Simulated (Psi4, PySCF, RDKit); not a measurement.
Relaxed torsion scan: SMILES CC(C)C[Si](Cl)(Cl)Cl. Scanned: dihedral C1–C2–C4–Si5; all other coordinates were relaxed at GFN2-xTB. Heavy atoms are numbered in the order of the SMILES CC(C)C[Si](Cl)(Cl)Cl, hydrogens after them in the order of the atoms that carry them; the mirror image has the same energies with the sign of each dihedral reversed.

- RMP2/3-21G = restricted MP2 (frozen core)/3-21G // GFN2-xTB run with PySCF
- MMFF94 // GFN2-xTB (RDKit)
- UFF // GFN2-xTB (RDKit)
- PBE-D3(BJ)/def2-SVP // GFN2-xTB (Psi4)

Energies relative to the lowest point of each profile, in kcal/mol; the last columns give the difference from PBE-D3(BJ):

```tsv
φ / °	RMP2/3-21G	MMFF94	UFF	PBE-D3(BJ)/def2-SVP	RMP2/3-21G − PBE-D3(BJ)/def2-SVP	MMFF94 − PBE-D3(BJ)/def2-SVP	UFF − PBE-D3(BJ)/def2-SVP
-150	1.1	0.0	0.7	0.7	0.4	-0.7	0.0
-120	2.4	0.9	2.5	2.1	0.3	-1.2	0.4
-90	1.3	0.0	0.9	0.9	0.3	-0.9	-0.1
-60	0.0	0.3	0.0	0.0	0.0	0.3	0.0
-30	2.2	4.4	4.7	2.0	0.2	2.4	2.7
0	4.6	7.6	8.9	4.2	0.4	3.4	4.7
30	2.5	4.5	4.8	2.0	0.5	2.5	2.9
60	2.4	1.6	2.4	1.2	1.2	0.4	1.2
90	2.1	3.5	3.7	1.4	0.6	2.1	2.3
120	4.6	7.5	8.8	4.1	0.5	3.4	4.7
150	2.6	5.1	5.6	2.5	0.1	2.5	3.0
180	0.0	0.5	0.2	0.1	0.0	0.4	0.1
```

RMP2/3-21G is furthest from PBE-D3(BJ)/def2-SVP at 60 (1.2 kcal/mol, above); its mean absolute difference over the points is 0.4 kcal/mol.

MMFF94 is furthest from PBE-D3(BJ)/def2-SVP at 0 (3.4 kcal/mol, above); its mean absolute difference over the points is 1.7 kcal/mol.

UFF is furthest from PBE-D3(BJ)/def2-SVP at 0 (4.7 kcal/mol, above); its mean absolute difference over the points is 1.8 kcal/mol.

MMFF94 has few fitted parameters for silicon.
